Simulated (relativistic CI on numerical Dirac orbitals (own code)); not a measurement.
**Radial parameters of Os³⁺**

Computed by Dirac-Coulomb-Breit CI, separate exchange-only KLI orbitals for each configuration, a model potential for QED, valence Slater integrals scaled by 0.85, P86 correlation energy added to each configuration (own radial code, finite nucleus).

Slater integrals F^k, G^k are unscaled and averaged over j, outside the closed core [Kr] 4d10 4f14 5s2; ζ comes from projecting the Hamiltonian with its Breit term on Σ l·s of the shell.

- 5p6 5d5: F^2(5d,5d) = 64623, F^4(5d,5d) = 42878, ζ(5d) = 3448.8 cm⁻¹; <r>(5d) = 1.608, <r^2>(5d) = 2.984 (bohr units).
- 5p6 5d4 6s: F^2(5d,5d) = 65669, F^4(5d,5d) = 43636, ζ(5d) = 3696, G^2(5d,6s) = 23696 cm⁻¹; <r>(5d) = 1.584, <r^2>(5d) = 2.895, <r>(6s) = 2.434, <r^2>(6s) = 6.614 (bohr units).
- 5p6 5d3 6s2: F^2(5d,5d) = 66966, F^4(5d,5d) = 44586, ζ(5d) = 3939.4 cm⁻¹; <r>(5d) = 1.556, <r^2>(5d) = 2.789 (bohr units).

(1) Give the Racah parameters of the d shell in 5p6 5d5.

In this model ζ of a weakly bound d, f or g electron outside closed shells comes out too small, for d by up to a factor of two or three and at times with the wrong sign; that of an outer p electron is too small as well.

Correlation outside the listed configurations is missing or only estimated: errors of thousands of cm⁻¹ between configurations and terms are usual at this charge. Rates and lifetimes follow the computed energies and can be off by large factors. The fine structure of a lone outer electron comes out too small, for d and f at times inverted, and misplaced configurations move strength between like terms.

Averages of the first 10 configurations, taken without configuration mixing, which lowers the lowest level and can move excited configurations by several eV; other configurations of the list can lie among them:

```json
{"Configuration": "5p6 5d5", "Parity": "even", "States": "252", "Average energy above the lowest level (eV)": "4.9"}
{"Configuration": "5p6 5d4 6s", "Parity": "even", "States": "420", "Average energy above the lowest level (eV)": "10.9"}
{"Configuration": "5p6 5d3 6s2", "Parity": "even", "States": "120", "Average energy above the lowest level (eV)": "18.8"}
{"Configuration": "5p6 5d4 6p", "Parity": "odd", "States": "1260", "Average energy above the lowest level (eV)": "19.2"}
{"Configuration": "5p6 5d4 5f", "Parity": "odd", "States": "2940", "Average energy above the lowest level (eV)": "31.5"}
{"Configuration": "5p6 5d4 5g", "Parity": "even", "States": "3780", "Average energy above the lowest level (eV)": "37.5"}
{"Configuration": "5p6 5d3 6s 6p", "Parity": "odd", "States": "1440", "Average energy above the lowest level (eV)": "26.5"}
{"Configuration": "5p6 5d4 6d", "Parity": "even", "States": "2100", "Average energy above the lowest level (eV)": "28.7"}
{"Configuration": "5p6 5d4 7s", "Parity": "even", "States": "420", "Average energy above the lowest level (eV)": "28.7"}
{"Configuration": "5p6 5d4 7p", "Parity": "odd", "States": "1260", "Average energy above the lowest level (eV)": "31.7"}
```

## Answers

(1) B = F²/49 − 5F⁴/441 = 833 cm⁻¹ and C = 35F⁴/441 = 3403 cm⁻¹; values fitted to spectra at such low charge are typically 15 to 30 % smaller.
